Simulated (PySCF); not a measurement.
# Dipole response of Cr (chromium, neutral)

[Ar] 3d5 4s1, high-spin 7S determinant. All numbers are calculated (PySCF 2.14, scalar relativity by spin-free X2C-1e, in aug-cc-pwCVTZ-DK). Coupled (time-dependent) response in atomic units; α is the mean over directions.

```json
{"method": "UHF", "mean α (bohr³)": "106.8", "C₆ (like pair)": "969.0", "S(−4)": "10190"}
{"method": "PBE", "mean α (bohr³)": "68.87", "C₆ (like pair)": "555.4", "S(−4)": "3730"}
```

S(−4) is the Cauchy moment in α(ω) = α(0) + S(−4) ω² + …

Reference α: 83 ± 12 bohr³ (recommended; Schwerdtfeger and Nagle, table of static dipole polarizabilities (2023 update)). Published C₆: 602.0 (Chu and Dalgarno (2004); Tang, Norbeck and Certain (1976)).

Hartree-Fock lies above the reference because it lacks correlation, which contracts the outer shell.

α(iu) at UHF:

| u (hartree) | α(iu) (bohr³) |
| --- | --- |
| 0 | 106.8 |
| 0.0500 | 86.70 |
| 0.100 | 57.28 |
| 0.200 | 27.12 |
| 0.300 | 16.15 |
| 0.500 | 8.503 |
| 0.750 | 5.237 |
| 1.00 | 3.717 |
| 1.50 | 2.260 |
| 2.00 | 1.556 |
| 3.00 | 0.8820 |
| 5.00 | 0.4015 |

A single London oscillator, α(iu) = α/(1 + u²/ω²), gives C₆ = (3/4) ω α². Matching the computed C₆ needs ω = 4 × 969.0 / (3 × 106.8²) = 0.113 hartree.
